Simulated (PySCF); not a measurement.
**Atomic charges by several schemes**

Species: C₆H₈F₄.
Geometry (PBE0-D3(BJ)/def2-SVP, Å), atoms numbered from 1 in this order:
```xyz
18
C6H8F4 angstrom
C      2.3380   -1.0219    0.1443
C      0.9617   -0.6708    0.5971
C      0.1469    0.2857    0.1271
C      0.4885    1.2021   -1.0090
F      0.2123    2.5090   -0.6618
C     -1.2266    0.4862    0.7119
C     -2.3121   -0.2862    0.0017
F     -2.3716    0.0107   -1.3044
F     -3.5120   -0.0151    0.5243
F     -2.1246   -1.6060    0.0979
H      3.0371   -1.0146    0.9964
H      2.3605   -2.0453   -0.2661
H      2.7330   -0.3467   -0.6260
H      0.5722   -1.2902    1.4148
H      1.5509    1.1348   -1.2847
H     -0.1206    0.9583   -1.8964
H     -1.2585    0.1721    1.7647
H     -1.5015    1.5501    0.6730
```

Density: PBE0/pcSseg-1 (PySCF); schemes: Mulliken, IAO, Hirshfeld and ESP-fitted. The structure is a single PBE0-D3(BJ)/def2-SVP conformer in the gas phase; no vibrational or solvent corrections.

Task: Atoms with like bonding are taken together and averaged. Do the Mulliken, IAO, Hirshfeld and ESP-fitted schemes agree on where the charge is lowest?

Result: The schemes don't all agree: Mulliken C3 (-0.444); IAO C1 (-0.418); Hirshfeld F5 (-0.117); ESP-fitted C6 (-0.547).

Task: Do the Mulliken, IAO, Hirshfeld and ESP-fitted schemes agree on where the charge is highest?

Result: All schemes agree: Mulliken C7 (+0.799); IAO C7 (+0.812); Hirshfeld C7 (+0.258); ESP-fitted C7 (+0.666).

Task: For which atoms does the sign change between the 4 schemes (beyond +0.03 e in one, beyond −0.03 e in another)?

Result: C3.

Task: What partial charge does each atom carry?

Result: In e; atoms taken as equivalent share a row and are averaged (×n: the atom named and its like, n in all):

```
       atom                      environment  Mulliken     IAO  Hirshfeld  ESP-fitted
         C1                   allylic carbon    -0.223  -0.418     -0.110      -0.410
         C2                 alkene CH carbon    -0.105  -0.123     -0.031      -0.096
         C3  fully substituted alkene carbon    -0.444  -0.033     -0.020      +0.042
         C4                   sp3 C–F carbon    +0.297  +0.035     +0.018      +0.076
         F5                   alkyl fluorine    -0.340  -0.328     -0.117      -0.233
         C6                   allylic carbon    -0.227  -0.314     -0.101      -0.547
         C7                       CF3 carbon    +0.799  +0.812     +0.258      +0.666
  F8/F9/F10          fluorine of a CF3 group    -0.270  -0.286     -0.093      -0.209
H11/H12/H13                  methyl hydrogen    +0.133  +0.151     +0.050      +0.136
        H14                 vinylic hydrogen    +0.098  +0.143     +0.045      +0.145
    H15/H16               methylene hydrogen    +0.118  +0.145     +0.042      +0.089
    H17/H18               methylene hydrogen    +0.161  +0.171     +0.050      +0.200
```

Mean size of the charges over all atoms: Mulliken 0.239 e, IAO 0.231 e, ESP-fitted 0.213 e, Hirshfeld 0.073 e. Each set sums to the total charge, 0, to within 0.001 e. The ESP scheme is a least-squares fit of atom-centred charges to the potential on four shells outside the van der Waals surface, with the total charge fixed. The Mulliken scheme counts on each atom the diagonal of the density matrix times the overlap matrix over that atom's basis functions.

Some averages cover members that differ in this geometry: H17/H18, ESP-fitted +0.182 to +0.217 e.

Task: How many electrons does the ESP-fitted scheme count on C7?

Result: Z − q = 6 − (+0.666) = 5.334.

Task: How closely do the schemes follow one another over all atoms?

Result: Correlation coefficient and root-mean-square difference: IAO with Hirshfeld 1.00, 0.198 e; IAO with ESP-fitted 0.96, 0.082 e; Hirshfeld with ESP-fitted 0.95, 0.183 e; Mulliken with Hirshfeld 0.92, 0.209 e; Mulliken with IAO 0.90, 0.127 e; Mulliken with ESP-fitted 0.83, 0.162 e.

The run behind these numbers computed NMR shieldings as well. Hardware: Arm Neoverse N1, one thread, no GPU, shared host with 64 logical CPUs at a one-minute load of 60. Cost: 70 s wall, 0.89 GiB resident at most.
